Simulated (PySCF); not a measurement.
## How methods differ on the ionisation energy of Pb²⁺

Pb²⁺ [Xe] 4f14 5d10 6s2 (1S) → Pb³⁺ [Xe] 4f14 5d10 6s1 (2S), as a difference of total energies. Computed with PySCF 2.14 in aug-cc-pVTZ-PP with ECP60MDF (6s5p4d2f, 55 functions), with a scalar-relativistic core potential. Correlated levels: valence: 5s2 5p6 5d10 frozen. The calculations carry no spin-orbit coupling.

| method | ionisation energy (eV) |
| --- | --- |
| UHF | 29.771 |
| MP2 (valence) | 30.323 |
| SCS-MP2 (valence) | 30.434 |
| CCSD (valence) | 30.508 |

**Question.** How much does correlation contribute at MP2 (valence)?

**Answer.** 30.323 − (29.771) = 0.552 eV, measured against UHF.

Errors of the correlated levels include the incompleteness of this basis and the frozen core.

With two correlated electrons CCSD is exact in that space.

For comparison: 31.937 eV (measured; NIST Atomic Spectra Database, ionization energies).
